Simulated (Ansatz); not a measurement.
Z-matrix (Å, degrees):
```
Si
Al 1 2.446
H 1 1.486 2 111.7
H 1 1.490 2 109.9 3 -120.9
H 1 1.490 2 109.9 3 120.9
F 2 1.644 1 121.6 3 0.3
C 2 1.978 1 119.1 3 -179.8
Cl 7 1.759 2 116.9 1 -179.9
N 7 1.258 2 125.9 1 0.1
H 9 1.022 7 111.1 2 -0.1
```

The species carries charge 0 and has multiplicity 1.

Task: List the PBE/def2-TZVPP orbital energies in eV (Ansatz 0.2.0). (Estimate.)

Result: Ansatz gave: Occupied: -2739.24, -1779.93, -1507.71, -659.47, -381.03, -271.45, -249.78, -190.53, -190.30, -190.26, -137.73, -107.96, -94.45, -94.45, -94.44, -70.06, -69.86, -69.82, -28.78, -23.62, -20.83, -14.59, -13.78, -12.41, -11.15, -10.63, -10.02, -9.85, -9.77, -9.00, -8.99, -7.88, -7.47, -7.44, -6.34. Lowest empty: -3.23, -1.60, -1.58, -1.35, -0.30, 0.31, 0.43, 0.91.
